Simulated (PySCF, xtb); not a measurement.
Si(H)2(Br)(Et) (C2H7BrSi), SMILES CC[SiH2]Br. The values are those of a single conformer.

Harmonic wavenumbers (cm⁻¹) from GFN2-xTB (xtb) at its own minimum, in rising order: 60, 127, 230, 279, 409, 482, 594, 675, 726, 762, 774, 983, 1024, 1073, 1238, 1292, 1427, 1478, 1506, 1515, 2318, 2331, 2954, 2974, 3017, 3021, 3030.

Task: What does B3LYP-D3(BJ)/def2-SVP (PySCF) give at its own minimum? (Estimate from the structure and the level; the computed values follow.)

Result: 81, 139, 225, 283, 406, 548, 641, 663, 739, 847, 953, 976, 990, 1051, 1247, 1261, 1399, 1426, 1476, 1480, 2230, 2238, 3018, 3029, 3072, 3106, 3116. Paired by order, the mean absolute difference is 45 cm⁻¹ and the zero-point energies are 51.9 and 52.4 kcal/mol.
